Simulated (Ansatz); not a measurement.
Reaction: H5Si2O (SMILES O[SiH2][SiH2], doublet) → H5Si2O (SMILES O[SiH][SiH3], doublet)
Each species at its own B3LYP-D3(BJ)/def2-TZVP minimum (Ansatz, a program for electronic structure), one conformer.

Total energies in hartree (Ansatz). UHF or UKS for unpaired electrons; spin-orbit terms are left out. Correlated methods leave the cores frozen. No relativity.

```csv
species,HF/cc-pV(T+d)Z,CCSD(T)/cc-pV(T+d)Z,HF/cc-pV(Q+d)Z,CCSD(T)/cc-pV(Q+d)Z,CCSD(T)/cc-pV(D+d)Z,CCSDT(Q)/cc-pV(D+d)Z
"1: H5Si2O (SMILES O[SiH2][SiH2], doublet)",-655.70368,-656.23474,-655.71745,-656.28262,-656.07439,-656.07649
"2: H5Si2O (SMILES O[SiH][SiH3], doublet)",-655.70074,-656.23319,-655.71480,-656.28123,-656.07248,-656.07469
```

Question: Work out the isomerisation energy (electronic) in kcal/mol: take Hartree-Fock from cc-pV(Q+d)Z, extrapolate the CCSD(T) correlation energy as X^-3 (X = 3, 4), and add CCSDT(Q) - CCSD(T) in cc-pV(D+d)Z. 1 hartree = 627.51 kcal/mol.

Answer: 
Species 1: correlation (64·(-0.56517) - 27·(-0.53106))/37 = -0.59006; step -0.00210; E1 = -655.71745 + (-0.59006) + (-0.00210) = -656.30961
Species 2: correlation (64·(-0.56643) - 27·(-0.53245))/37 = -0.59123; step -0.00221; E2 = -655.71480 + (-0.59123) + (-0.00221) = -656.30824
-1·E1 +1·E2 = 0.00137 hartree = 0.9 kcal/mol.
